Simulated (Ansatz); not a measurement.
Basis-set extrapolation for `B[SiH2]N=C` (PBE0-D4/def2-TZVP geometry, frozen core, the Gaussian-basis code of Ansatz). Multiplicity 1, RHF reference.

```csv
,def2-TZVPP,def2-QZVPP
HF,-409.439583,-409.454356
MP2 correlation,-0.579472,-0.619028
CCSD(T) correlation,-0.653144,not run
```

Energies in hartree. Use E(X) = E(∞) + A·exp(−7.88·√X) for Hartree–Fock and E(X) = E(∞) + B·X^(−2.97) for correlation, with X = 3 and 4, and add CCSD(T) minus MP2 of the smaller set to the MP2 limit.

Task: What is the CCSD(T) energy at the basis-set limit?

Result: HF limit: -409.454356 + (-0.014773) × 0.13774 = -409.45639. MP2 limit: -0.619028 + (-0.039556) × 0.74074 = -0.64833. Higher-order term: -0.653144 − (-0.579472) = -0.07367. Total: -410.17839 hartree, 2.33 eV below CCSD(T)/def2-TZVPP.
